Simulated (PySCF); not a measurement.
CH7O3SSi2 (charge -1).
Cartesian coordinates in Å at the PBE0-D3(BJ)/def2-SVP level; atoms count from 1:
```
atom  x, y, z in Å
C1    -2.499    0.505    0.611
S2    -1.138   -0.688    0.539
O3    -1.139   -1.348    1.862
O4    -1.415   -1.501   -0.664
Si5    0.783    0.476    0.231
Si6    2.950   -0.435   -0.139
O7     3.755    0.912   -0.229
H8    -3.397   -0.120    0.727
H9    -2.538    1.072   -0.327
H10   -2.366    1.162    1.480
H11    0.695    1.373    1.436
H12    0.314    1.341   -0.908
H13    2.800   -1.332   -1.357
H14    3.197   -1.416    0.995
```

Method used: PBE0-D3(BJ)/def2-SVP geometry optimisation, gas phase (PySCF 2.14.0).

Take the most abundant isotopes and a rigid rotor. The values belong to one conformer with, in the numbering `[CH3:1][S:2](=[O:3])(=[O:4])[SiH2:5][SiH2:6][O-:7]`, C1–S2–Si5–Si6 -175°, S2–Si5–Si6–O7 -179°.

(1) What are A, B and C (cm⁻¹)?

(2) Classify the top.

(3) Is it planar, by Δ = Ic − Ia − Ib?

(4) Give the other two planar moments, Paa and Pbb, and the rms extents of the mass along the axes.

(5) List the rotational levels J(Ka,Kc) to J = 3 (MHz).

(6) Which types of transition are allowed, and where do some lines up to J = 5 fall?

Answers

(1) Ia = 147.83, Ib = 769.89, Ic = 799.16 u·Å²; 505379 MHz·u·Å²/I gives 3419, 656.4 and 632.4 MHz, that is A = 0.11403, B = 0.02190, C = 0.02109 cm⁻¹.

(2) A near-prolate asymmetric top; Ray's κ = -0.983.

(3) Not planar: Δ = Ic − Ia − Ib = -118.57 u·Å². For a rigid frame Δ = −2 Σ m c², so Σ m c² = 59.28 u·Å² lies off the ab plane: 7.45 from hydrogen and 51.83 from heavier atoms. The atom farthest from that plane is 1.33 Å away.

(4) Paa = Σ m a² = (Ib + Ic − Ia)/2 = 710.61 and Pbb = Σ m b² = (Ia + Ic − Ib)/2 = 88.55 u·Å². With the mass M = 154.97 u, the rms extents √(P/M) along a, b and c are 2.14, 0.76, 0.62 Å.

(5) Above 0(0,0):
J = 1: 1(0,1) 1289, 1(1,1) 4051, 1(1,0) 4075
J = 2: 2(0,2) 3866, 2(1,2) 6605, 2(1,1) 6677, 2(2,1) 14963, 2(2,0) 14963
J = 3: 3(0,3) 7732, 3(1,3) 10435, 3(1,2) 10579, 3(2,2) 18830, 3(2,1) 18830, 3(3,1) 32700, 3(3,0) 32700
The levels of one J sum to (2J + 1)J(J + 1)(A + B + C)/3.

(6) The dipole components (about the centre of mass, as the species is charged) are |μa| = 6.60 D, |μb| = 2.27 D, |μc| = 0.26 D. Intensities carry the squares of the components, which stand as 1.00 : 0.12 : 0.00 (a : b : c). Some lines, for components of 0.1 D or more:

```tsv
type	branch	J(Ka,Kc)	MHz	lower level (cm⁻¹)
c	Q	5(1,5) ← 5(0,5)	2598	0.645
c	Q	3(1,3) ← 3(0,3)	2703	0.258
b	Q	1(1,0) ← 1(0,1)	2786	0.043
b	Q	3(1,2) ← 3(0,3)	2847	0.258
b	R	5(0,5) ← 4(1,4)	3785	0.518
a	R	3(0,3) ← 2(0,2)	3866	0.129
b	R	1(1,1) ← 0(0,0)	4051	0.000
a	R	4(3,1) ← 3(3,0)	5156	1.091
a	R	4(2,2) ← 3(2,1)	5157	0.628
a	R	5(0,5) ← 4(0,4)	6441	0.430
a	R	5(2,3) ← 4(2,2)	6447	0.800
b	Q	4(2,2) ← 4(1,3)	8205	0.526
b	Q	3(2,2) ← 3(1,3)	8395	0.348
b	Q	4(2,3) ← 4(1,4)	8443	0.518
b	R	2(2,1) ← 1(1,0)	10888	0.136
b	R	2(2,0) ← 1(1,1)	10912	0.135
c	R	3(2,2) ← 2(1,2)	12225	0.220
b	R	4(2,3) ← 3(1,2)	13406	0.353
c	R	4(2,2) ← 3(1,2)	13408	0.353
c	R	4(2,3) ← 3(1,3)	13550	0.348
b	R	4(2,2) ← 3(1,3)	13552	0.348
b	Q	5(3,2) ← 5(2,3)	13867	1.015
b	Q	3(3,0) ← 3(2,1)	13870	0.628
c	R	5(2,3) ← 4(1,3)	14652	0.526
b	R	3(3,1) ← 2(2,0)	17737	0.499
c	R	4(3,1) ← 3(2,1)	19026	0.628
b	Q	5(4,2) ← 5(3,3)	19419	1.478
c	Q	4(4,1) ← 4(3,1)	19419	1.263
```

No frequency check. The geometry's basis has no diffuse functions, a weakness for an anion. Constants of a rigid frame at the computed geometry: no zero-point averaging, no centrifugal distortion. A rigid rotor knows nothing of internal rotation, which can split or shift real lines.
